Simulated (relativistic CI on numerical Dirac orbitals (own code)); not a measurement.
Calculated levels, Ta⁶⁶⁺

These numbers are calculated, not measured: Dirac-Coulomb-Breit CI, orbitals from a KLI potential per configuration, model QED, unscaled Slater integrals (own radial code, finite nucleus).

CI space (outside the closed core 1s2): 2s2 2p3, 2s 2p4, 2p5, 2p4 3s, 2p4 3p, 2s2 2p2 3s, 2p4 3d, 2s2 2p2 3p, 2s2 2p2 3d, 2s 2p3 3s, 2s 2p3 3p, 2s 2p3 3d, 2s2 2p2 4s, 2s2 2p2 4p, 2s2 2p2 4d, 2s2 2p2 4f, 2s2 2p 3s2, 2s 2p3 4s, 2s2 2p 3s 3p, 2s 2p3 4p, 2s 2p3 4d, 2s2 2p2 5s, 2s 2p3 4f, 2s2 2p 3s 3d, 2s2 2p 3p2, 2s2 2p2 5p, 2s2 2p2 5d, 2s2 2p2 5f, 2s2 2p2 5g, 2s2 2p 3p 3d, 2s 2p2 3s2, 2s2 2p 3d2, 2s 2p2 3s 3p, 2s 2p2 3s 3d, 2s 2p2 3p2, 2s 2p2 3p 3d. Levels of other configurations are missing.

The lowest level is 2s2 2p3 2P°_3/2, with 49 % of that term; Hund's rules for 2s2 2p3 give 4S° with J = 3/2, of which the calculation keeps J, while another term leads.

| No. | Configuration | Term | J | E (10³ cm⁻¹) | % | Next component (%) | jj configuration (%) |
| --- | --- | --- | --- | --- | --- | --- | --- |
| 1 | 2s2 2p3 | 2P° | 3/2 | 0.0 | 49 | 27 2D° | 2p3/2 (100) |
| 2 | 2s2 2p3 | 4S° | 3/2 | 10508.3 | 55 | 45 2D° | 2p1/2 2p3/2^2 (100) |
| 3 | 2s2 2p3 | 2D° | 5/2 | 10696.1 | 100 |  | 2p1/2 2p3/2^2 (100) |
| 4 | 2s2 2p3 | 2P° | 1/2 | 11112.1 | 100 |  | 2p1/2 2p3/2^2 (100) |
| 5 | 2s 2p4(3P) | 4P | 5/2 | 13250.0 | 70 | 30 2D | 2s 2p3/2^2 (100) |
| 6 | 2s 2p4(1S) | 2S | 1/2 | 14097.1 | 65 | 26 4P | 2s 2p3/2^2 (100) |
| 7 | 2s 2p4(3P) | 2P | 3/2 | 14109.4 | 51 | 35 2D | 2s 2p3/2^2 (100) |
| 8 | 2s2 2p3 | 2P° | 3/2 | 21644.4 | 51 | 28 2D° | 2p3/2^3 (99) |
| 9 | 2s 2p4(3P) | 4P | 3/2 | 23980.0 | 85 | 10 2D | 2s 2p1/2 2p3/2^3 (100) |
| 10 | 2s 2p4(1D) | 2D | 5/2 | 24313.5 | 70 | 30 4P | 2s 2p1/2 2p3/2^3 (100) |
| 11 | 2s 2p4(3P) | 2P | 1/2 | 24831.0 | 65 | 35 4P | 2s 2p1/2 2p3/2^3 (100) |
| 12 | 2s 2p4(1D) | 2D | 3/2 | 24899.8 | 55 | 44 2P | 2s 2p1/2 2p3/2^3 (100) |
| 13 | 2p5 | 2P° | 3/2 | 27929.9 | 99 | 1 2s2 2p3 2P° | 2p3/2^3 (99) |
| 14 | 2s 2p4(3P) | 4P | 1/2 | 35488.1 | 39 | 35 2S | 2s 2p3/2^4 (100) |
| 15 | 2p5 | 2P° | 1/2 | 38679.0 | 100 |  | 2p1/2 2p3/2^4 (100) |
| 16 | 2p2(3P) 3s | 4P | 1/2 | 69090.1 | 46 | 32 2S | 2p1/2^2 3s (100) |
| 17 | 2p2(1S) 3p | 2P° | 1/2 | 69920.6 | 46 | 38 4D° | 2p1/2^2 3p1/2 (100) |
| 18 | 2p2(1S) 3p | 2P° | 3/2 | 73150.2 | 35 | 20 4D° | 2p1/2^2 3p3/2 (100) |
| 19 | 2p2(1S) 3d | 2D | 3/2 | 73866.5 | 43 | 32 4F | 2p1/2^2 3d3/2 (100) |
| 20 | 2p2(1S) 3d | 2D | 5/2 | 74772.3 | 36 | 18 4D | 2p1/2^2 3d5/2 (100) |
| 21 | 2p2(3P) 3s | 4P | 3/2 | 79718.8 | 88 | 10 2P | 2p1/2 2p3/2 3s (100) |
| 22 | 2p2(3P) 3s | 2P | 1/2 | 79802.6 | 67 | 33 4P | 2p1/2 2p3/2 3s (100) |
| 23 | 2p2(1D) 3s | 2D | 5/2 | 79878.5 | 65 | 35 4P | 2p1/2 2p3/2 3s (100) |
| 24 | 2p2(1D) 3s | 2D | 3/2 | 79933.8 | 64 | 35 2P | 2p1/2 2p3/2 3s (100) |
| 25 | 2p2(3P) 3p | 4P° | 1/2 | 80539.3 | 49 | 28 4D° | 2p1/2 2p3/2 3p1/2 (100) |
| 26 | 2p2(3P) 3p | 4D° | 3/2 | 80590.0 | 55 | 22 2D° | 2p1/2 2p3/2 3p1/2 (100) |
| 27 | 2p2(1D) 3p | 2F° | 5/2 | 80698.7 | 50 | 30 2D° | 2p1/2 2p3/2 3p1/2 (100) |
| 28 | 2p2(1D) 3p | 2P° | 3/2 | 81035.0 | 43 | 26 2D° | 2p1/2 2p3/2 3p1/2 (99) |
| 29 | 2s 2p3(2P°)<3P°> 3s | 4P° | 5/2 | 82120.6 | 48 | 26 6S° | 2s 2p3/2 3s (98) |
| 30 | 2s 2p3(2P°)<3P°> 3s | 2P° | 3/2 | 82358.8 | 35 | 25 4S° | 2s 2p3/2 3s (99) |

Energies count from the lowest computed level; ° marks odd parity. Percentages are summed over parent terms; the parents shown are those of the largest component, closed shells are left out there, and <> holds an intermediate term. Filled j subshells are mostly left out of the jj labels.

The mean weight of the leading LS term, summed over parents, in these 30 levels is 61 %, and that of the leading jj configuration (from the same eigenvectors) 100 %, so jj coupling describes them better and the LS labels are nominal.

At this charge energies of transitions that change n are usually good to better than 1 %, and those within a shell (Δn = 0) to a few per cent.

LS names give the leading component of a level, which can be under half, so a name can repeat, a term be missing and a line seem to break the LS rules.
